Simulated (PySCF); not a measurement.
**Excitation energy of Cu⁺ by level of theory**

Cu⁺ [Ar] 3d10 (1S) → Cu⁺ [Ar] 3d9 4s1 (3D), as a difference of total energies. Calculation: PySCF 2.14, in aug-cc-pVDZ-PP with ECP10MDF; a scalar-relativistic core potential. Correlated levels: valence: 3s2 3p6 frozen. The calculations carry no spin-orbit coupling.

| method | excitation energy (cm⁻¹) |
| --- | --- |
| UHF | 5718.4 |
| LDA | 23414 |
| PBE | 20337 |
| PBE0 | 18186 |
| r2SCAN | 16344 |
| BLYP | 18861 |
| wB97M-V | 20070 |
| revPBE | 20146 |
| LC-wPBE | 21976 |
| MP2 (valence) | 27815 |
| SCS-MP2 (valence) | 25552 |

Errors of the correlated levels include the incompleteness of this basis and the frozen core.

For comparison: 22649 cm⁻¹ (measured; NIST levels, between the centres of gravity of the two terms).
